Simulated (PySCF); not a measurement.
Static response to an electric field

Species: C3H5F3S.
Atom-mapped SMILES: `[CH3:1][C@@H:2]([SH:3])[C:4]([F:5])([F:6])[F:7]` (hydrogens: H8, H9, H10 on C1; H11 on C2; H12 on S3)

Structure used (PBE0-D3(BJ)/def2-SVP), in Å, numbered top down from 1:
```xyz
12
C3H5F3S angstrom
C     -0.926   -0.882    0.423
C     -0.050   -0.115   -0.552
S     -0.905    1.284   -1.343
C      1.255    0.331    0.089
F      2.082    0.890   -0.789
F      1.892   -0.716    0.629
F      1.041    1.213    1.072
H     -1.841   -1.217   -0.082
H     -0.395   -1.760    0.819
H     -1.215   -0.243    1.271
H      0.238   -0.763   -1.395
H     -1.182    1.931   -0.189
```

Level: PBE0/def2-SVPD (PySCF), static field, nuclei fixed, core orbitals frozen in the response. The polarisability tensor in these axes (au):

```
x   61.03 -2.24  2.12
y   -2.24 62.29 -5.74
z    2.12 -5.74 57.97
```

Problem. Give the principal values, the mean and the anisotropy Δα = √{½[(α1 − α2)² + (α2 − α3)² + (α1 − α3)²]}.

Solution. Principal values 53.96, 59.66 and 67.67 au; mean 60.43 au = 8.96 Å³ = 9.96 × 10⁻⁴⁰ C²·m²/J; Δα = 11.93 au (20 % of the mean).

Problem. What is the dipole moment, and where does it point?

Solution. (-1.56, -1.26, 0.33) D, 2.03 D in size, pointing from the negative to the positive side. Measured along this direction, the outermost atoms are F5 at the negative end and H8 at the positive end.

Problem. In TDDFT the mean static polarisability is Σ f/ω² over all singlet excitations (ω in hartree). How much of it do the 6 lowest give? Their energies (eV) and oscillator strengths: 5.72, 0.0014; 6.46, 0.0364; 7.15, 0.0097; 7.62, 0.0057; 7.98, 0.0364; 8.30, 0.0401.

Solution. They add up to 1.75 au, 2.9 % of the 60.43 au; the largest single term is 0.65 au, from the state at 6.46 eV. Terms in order: 0.03, 0.65, 0.14, 0.07, 0.42, 0.43 au. Higher excitations give the rest. The strengths listed sum to 0.130.

Problem. Rayleigh depolarisation ratio (linearly polarised light, static tensor)?

Solution. ρ = 3Δα²/(45ᾱ² + 4Δα²) = 426.8/(164346 + 569.1) = 0.00259.

Problem. Molar refractivity from α?

Solution. Lorentz–Lorenz: R = (4π/3)N_A α = 2.5225 cm³/(mol·Å³) × 8.96 Å³ = 22.6 cm³/mol, in the limit of long wavelengths.

Isolated species at its PBE0-D3(BJ)/def2-SVP geometry (one conformer only).
